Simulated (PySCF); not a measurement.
## input.py for Se2

The script input.py:

```python
from pyscf import gto, scf
from pyscf.hessian import thermo

mol = gto.M(
    atom='Se 0 0 0; Se 0 0 2.119',
    basis='cc-pvdz',
    charge=0,
    spin=2,
    symmetry=True,
    verbose=4,
)
mf = scf.UHF(mol)
mf.kernel()
hess = mf.Hessian().kernel()
print('wavenumber (cm^-1) =', thermo.harmonic_analysis(mol, hess)['freq_wavenumber'].round(1))
mf.dip_moment()
print('orbital energies (hartree):', [e[max(0, n-3):n+3].round(4) for e, n in zip(mf.mo_energy, mol.nelec)])
```

```bash
$ OMP_NUM_THREADS=1 python input.py
```

The log (some set-up lines and the per-cycle HOMO/LUMO lines with their warnings removed):

```
PySCF version 2.14.0

[INPUT] Symbol           X                Y                Z      unit          X                Y                Z       unit  Magmom
[INPUT]  1 Se     0.000000000000   0.000000000000   0.000000000000 AA    0.000000000000   0.000000000000   0.000000000000 Bohr   0.0
[INPUT]  2 Se     0.000000000000   0.000000000000   2.119000000000 AA    0.000000000000   0.000000000000   4.004329657953 Bohr   0.0

nuclear repulsion = 288.687520445267
point group symmetry = Dooh
symmetry origin: [0.         0.         2.00216483]
symmetry axis x: [1. 0. 0.]
symmetry axis y: [0. 1. 0.]
symmetry axis z: [0. 0. 1.]
num. orbitals of irrep A1g = 11
num. orbitals of irrep E1gx = 6
num. orbitals of irrep E1gy = 6
num. orbitals of irrep A1u = 11
num. orbitals of irrep E1uy = 6
num. orbitals of irrep E1ux = 6
num. orbitals of irrep E2gx = 2
num. orbitals of irrep E2gy = 2
num. orbitals of irrep E2uy = 2
num. orbitals of irrep E2ux = 2
number of shells = 12
number of NR pGTOs = 154
number of NR cGTOs = 54
basis = cc-pvdz
ecp = {}

******** <class 'pyscf.scf.uhf_symm.SymAdaptedUHF'> ********
method = SymAdaptedUHF
initial guess = minao
damping factor = 0
level_shift factor = 0
DIIS = <class 'pyscf.scf.diis.CDIIS'>
SCF conv_tol = 1e-09
SCF max_cycles = 50
number electrons alpha = 35  beta = 33
Freeze 0 electrons in irreps []
    68 free electrons in irreps A1g E1gx E1gy A1u E1uy E1ux E2gx E2gy E2uy E2ux
init E= -4797.98385911039

cycle= 1 E= -4799.62339294455  delta_E= -1.64  |g|= 0.126  |ddm|= 1.17
cycle= 2 E= -4799.63788056936  delta_E= -0.0145  |g|= 0.0476  |ddm|= 0.171
cycle= 3 E= -4799.63988959905  delta_E= -0.00201  |g|= 0.0179  |ddm|= 0.0568
cycle= 4 E= -4799.64033050221  delta_E= -0.000441  |g|= 0.00323  |ddm|= 0.0343
cycle= 5 E= -4799.64034699792  delta_E= -1.65e-05  |g|= 0.000858  |ddm|= 0.0078
cycle= 6 E= -4799.64034829106  delta_E= -1.29e-06  |g|= 0.000211  |ddm|= 0.00218
cycle= 7 E= -4799.64034837085  delta_E= -7.98e-08  |g|= 5.37e-05  |ddm|= 0.000474
cycle= 8 E= -4799.64034837591  delta_E= -5.05e-09  |g|= 1.07e-05  |ddm|= 0.000116
cycle= 9 E= -4799.64034837609  delta_E= -1.82e-10  |g|= 1.33e-06  |ddm|= 2.36e-05
Extra cycle  E= -4799.64034837609  delta_E= -9.09e-13  |g|= 5.33e-07  |ddm|= 1.9e-06
converged SCF energy = -4799.64034837609  <S^2> = 2.0280345  2S+1 = 3.0186318
wavenumber (cm^-1) = [466.8]
Dipole moment(X, Y, Z, Debye):  0.00000,  0.00000,  0.00000
orbital energies (hartree): [array([-0.4844, -0.3522, -0.3522,  0.1109,  0.4296,  0.532 ]), array([-0.4506, -0.3696, -0.3696, -0.0033, -0.0033,  0.14  ])]
```

In short: E(SCF) = -4799.640348 Eh, 9 cycles, ⟨S²⟩ = 2.028, μz(SCF) = 0.00 D, wavenumbers 467 cm⁻¹.

Run time: 37 s on 1 thread of Intel Xeon Platinum 8559C (shared host), peak memory 0.13 GiB.

The bond length is a typed value, not an optimised one, so the wavenumber is not that of the minimum. No search for the lowest solution was made.
